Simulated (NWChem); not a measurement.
System: C2H5FOSi; SMILES O=C[SiH2]CF

Input file for NWChem:

```
start job
memory heap 200 mb stack 900 mb global 1100 mb
geometry units angstroms noautosym nocenter noautoz
  O     -0.408662    -2.548249     0.186348
  C     -0.606643    -1.347993     0.191046
  Si     0.853057    -0.080714     0.120143
  C      0.179323     1.590506    -0.508410
  F     -0.917048     1.911137     0.311961
  H     -1.652172    -0.958733     0.253391
  H      1.370830     0.090825     1.502623
  H      1.923376    -0.609638    -0.765553
  H     -0.171240     1.543069    -1.547732
  H      0.913533     2.403383    -0.442214
end
basis spherical
  * library 6-31g*
end
dft
  xc b3lyp
  iterations 150
end
cosmo
  do_cosmo_smd true
  solvent water
end
task dft energy
```

Excerpt of the output:

```
             Northwest Computational Chemistry Package (NWChem) 7.3.0
             --------------------------------------------------------

                             Geometry "geometry" -> ""
                             -------------------------

 Output coordinates in angstroms (scale by  1.889725989 to convert to a.u.)

  No.       Tag          Charge          X              Y              Z
 ---- ---------------- ---------- -------------- -------------- --------------
    1 O                    8.0000    -0.40866200    -2.54824900     0.18634800
    2 C                    6.0000    -0.60664300    -1.34799300     0.19104600
    3 Si                  14.0000     0.85305700    -0.08071400     0.12014300
    4 C                    6.0000     0.17932300     1.59050600    -0.50841000
    5 F                    9.0000    -0.91704800     1.91113700     0.31196100
    6 H                    1.0000    -1.65217200    -0.95873300     0.25339100
    7 H                    1.0000     1.37083000     0.09082500     1.50262300
    8 H                    1.0000     1.92337600    -0.60963800    -0.76555300
    9 H                    1.0000    -0.17124000     1.54306900    -1.54773200
   10 H                    1.0000     0.91353300     2.40338300    -0.44221400

 Effective nuclear repulsion energy (a.u.)     214.7194760972

                                 NWChem DFT Module
                                 -----------------

 Summary of "ao basis" -> "ao basis" (spherical)
 ------------------------------------------------------------------------------
       Tag                 Description            Shells   Functions and Types
 ---------------- ------------------------------  ------  ---------------------
 O                           6-31g*                  6       14   3s2p1d
 C                           6-31g*                  6       14   3s2p1d
 Si                          6-31g*                  8       18   4s3p1d
 F                           6-31g*                  6       14   3s2p1d
 H                           6-31g*                  2        2   2s

 in cosmo_initialize ...
 calling solv_data for solv:h2o

 solvent parameters
 solvname_short: h2o
 solvname_long:  water
 dielec:       78.4000
 dielecinf:     1.7769
 aqueous SMD model solvent descriptors
 dielec:       78.4000
 sola:          0.8200

          ---------------
          -cosmo- solvent
          ---------------
 Cosmo: York-Karplus, doi: 10.1021/jp992097l
 dielectric constant -eps-     =  78.40
 screen = (eps-1)/(eps    )    =   0.98724
 surface charge correction     = lagrangian

   van der Waals surface
 --------------------------

[...]

                                COSMO-SMD solvation results
                                ---------------------------

             internal energy in gas <Psi(g)|H|Psi(g)> =      -543.725963982607
         internal energy in solvent <Psi(s)|H|Psi(s)> =      -543.723410910365
                               delta internal energy  =         0.002553072242 (    1.60 kcal/mol)
   total free energy in solvent <Psi(s)|H+V/2|Psi(s)> =      -543.736722487891
 polarization energy contribution <Psi(s)|V/2|Psi(s)> =        -0.013311577526 (   -8.35 kcal/mol)
    total free energy in solvent including G(SMD-CDS) =      -543.727998665798
                       G(SMD-CDS) energy contribution =         0.008723822093 (    5.47 kcal/mol)
     1 M fixed-concentration free energy of solvation =        -0.002034683191 (   -1.28 kcal/mol)

                       DFT Final Molecular Orbital Analysis
                       ------------------------------------

 Vector   22  Occ=2.000000D+00  E=-3.394935D-01
              MO Center= -8.4D-02,  1.5D+00, -9.6D-02, r^2= 2.8D+00
   Bfn.  Coefficient  Atom+Function         Bfn.  Coefficient  Atom+Function
  ----- ------------  ---------------      ----- ------------  ---------------
    65      0.280418   5 F  pz               64      0.268459   5 F  py
    63      0.264107   5 F  px               69      0.207991   5 F  pz
    68      0.200210   5 F  py               67      0.197296   5 F  px
    84     -0.179475  10 H  s                51     -0.177576   4 C  pz
    81      0.176813   9 H  s                82      0.175062   9 H  s

 Vector   23  Occ=2.000000D+00  E=-3.048826D-01
              MO Center=  1.0D-01,  1.1D+00, -9.9D-02, r^2= 2.8D+00
   Bfn.  Coefficient  Atom+Function         Bfn.  Coefficient  Atom+Function
  ----- ------------  ---------------      ----- ------------  ---------------
    64      0.335741   5 F  py               50     -0.290078   4 C  py
    68      0.253553   5 F  py               36      0.248472   3 Si py
    35     -0.203247   3 Si px               65     -0.193722   5 F  pz
    51      0.172658   4 C  pz               34      0.164650   3 Si s
    80     -0.154957   8 H  s                69     -0.143820   5 F  pz

 Vector   24  Occ=2.000000D+00  E=-2.474782D-01
              MO Center= -3.7D-01, -1.6D+00,  1.7D-01, r^2= 2.6D+00
   Bfn.  Coefficient  Atom+Function         Bfn.  Coefficient  Atom+Function
  ----- ------------  ---------------      ----- ------------  ---------------
     3      0.503699   1 O  px                7      0.387824   1 O  px
    76      0.258143   6 H  s                36      0.227423   3 Si py
    17     -0.221603   2 C  px               35      0.206130   3 Si px
    75      0.187142   6 H  s                20     -0.148452   2 C  s
    34     -0.142868   3 Si s                50     -0.115970   4 C  py

 Vector   25  Occ=0.000000D+00  E=-5.920147D-02
              MO Center= -3.6D-01, -1.5D+00,  1.8D-01, r^2= 2.2D+00
   Bfn.  Coefficient  Atom+Function         Bfn.  Coefficient  Atom+Function
  ----- ------------  ---------------      ----- ------------  ---------------
    23      0.478988   2 C  pz               19      0.455996   2 C  pz
     9     -0.422122   1 O  pz                5     -0.408109   1 O  pz
    78     -0.299018   7 H  s                41      0.266128   3 Si pz
    80      0.228875   8 H  s                52      0.144912   4 C  s
    37      0.110212   3 Si pz               84     -0.092355  10 H  s

 Vector   26  Occ=0.000000D+00  E= 3.189410D-02
              MO Center=  1.0D+00, -3.9D-02,  1.1D-01, r^2= 4.4D+00
   Bfn.  Coefficient  Atom+Function         Bfn.  Coefficient  Atom+Function
  ----- ------------  ---------------      ----- ------------  ---------------
    40      1.089643   3 Si py               20      0.848067   2 C  s
    52     -0.726034   4 C  s                39      0.472388   3 Si px
    22      0.267411   2 C  py               36      0.261976   3 Si py
    41     -0.238085   3 Si pz               76     -0.231155   6 H  s
    21      0.183115   2 C  px               55     -0.177844   4 C  pz

 Vector   27  Occ=0.000000D+00  E= 4.470937D-02
              MO Center=  4.6D-01,  3.3D-01,  1.8D-01, r^2= 4.3D+00
   Bfn.  Coefficient  Atom+Function         Bfn.  Coefficient  Atom+Function
  ----- ------------  ---------------      ----- ------------  ---------------
    39      0.890588   3 Si px               80     -0.724671   8 H  s
    52      0.623965   4 C  s                40     -0.576579   3 Si py
    20      0.469673   2 C  s                54     -0.331173   4 C  py
    66      0.332435   5 F  s                53      0.323993   4 C  px
    35      0.261414   3 Si px               36     -0.205287   3 Si py

     Multipole analysis of the density
     ---------------------------------

     L   x y z        total         alpha         beta         nuclear
     -   - - -        -----         -----         ----         -------
     0   0 0 0     -0.000000    -24.000000    -24.000000     48.000000

     1   1 0 0      0.412259     -0.021088     -0.021088      0.454436
     1   0 1 0      1.161773      0.951057      0.951057     -0.740340
     1   0 0 1     -0.578635     -3.196440     -3.196440      5.814245

     2   2 0 0    -26.608072    -68.058880    -68.058880    109.509689
     2   1 1 0      2.086953     -0.168271     -0.168271      2.423495
     2   1 0 1      0.133884      5.355196      5.355196    -10.576509
     2   0 2 0    -34.877698   -232.504317   -232.504317    430.130936
     2   0 1 1     -1.389077     13.690798     13.690798    -28.770673
     2   0 0 2    -25.872200    -28.335993    -28.335993     30.799787
```

Level: B3LYP/6-31G* (spherical d), SMD on the gas-phase geometry. All runs use the structure optimised with B3LYP/6-31G* (spherical d). Solvent: water.
